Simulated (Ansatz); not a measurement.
Isolated molecules relaxed with PBE0-D4/def2-TZVP in Ansatz; ΔE leaves out vibrations. CCSD(T)/CBS adds triple-zeta CCSD(T) − MP2 to the extrapolated MP2 energy (def2 sets, frozen cores). Functionals use def2-TZVPP. For Br, Ge outer-core shells are correlated without core-valence functions, which leaves a few kJ/mol of doubt a bond. Scalar relativity is left out up to krypton. One conformer a species, not always the lowest.

Reaction (formal exchange of groups at a Ge–F bond): `[F][GeH2][SH]` + `ClC(Br)Br` → `[SH][GeH2][Cl]` + `FC(Br)Br`

`[F][GeH2][SH]`:

```xyz
6

F    -1.605   -0.955    0.070
Ge   -0.063   -0.319   -0.426
S     0.265    1.631    0.539
H     0.962   -1.362    0.028
H    -0.154   -0.088   -1.936
H     0.595    1.094    1.725
```

`ClC(Br)Br`:

```xyz
5

Cl   -0.893    1.496    0.222
C     0.081    0.050    0.078
Br   -0.853   -1.504    0.732
Br    0.702   -0.210   -1.729
H     0.963    0.168    0.696
```

`[SH][GeH2][Cl]`:

```xyz
6

S    -0.876   -0.122   -1.534
Ge    0.152    0.367    0.355
Cl    2.094   -0.566    0.434
H    -1.118   -1.395   -1.181
H    -0.620   -0.166    1.565
H     0.367    1.882    0.362
```

`FC(Br)Br`:

Z-matrix (Å, degrees):
```
C
F 1 1.338
Br 1 1.927 2 109.7
Br 1 1.927 2 109.7 3 -123.5
H 1 1.086 2 110.2 3 118.3
```

**Question.** Is it downhill or uphill in electronic energy at CCSD(T)/CBS, and by how much? (Best estimate.)

**Answer.** Computed: Downhill: ΔE = -6.7 kJ/mol.

**Question.** What do these levels give: BHLYP-D4, ωB97M-V, PBE, r2SCAN0, RPA@PBE/def2-TZVPP, MP2/CBS(def2)? (An estimate is asked.)

**Answer.** Ansatz gave: BHLYP-D4 -18.5, ωB97M-V -16.0, PBE -18.4, r2SCAN0 -21.2, RPA@PBE/def2-TZVPP -9.6, MP2/CBS(def2) 1.5 kJ/mol.

**Question.** What do rigid-rotor, harmonic-oscillator terms from PBE0-D4/def2-TZVP frequencies (298.15 K, 1 bar) make of the CCSD(T)/CBS value? (An estimate is asked.)

**Answer.** Ansatz gave: ΔZPE = +1.9 kJ/mol, ΔH = -4.9 kJ/mol, ΔS = 1 J/(mol·K), ΔG = -5.1 kJ/mol.

Largest T1 diagnostic among the species: 0.012.

In def2-TZVPP, CCSD(T) changes the Hartree–Fock value by +14.3 kJ/mol (the triples alone add +1.9 kJ/mol) and MP2 by +22.4 kJ/mol. From BLYP to BHLYP (50 % exact exchange), in def2-TZVPP and without D4, ΔE moves by −4.3 kJ/mol.
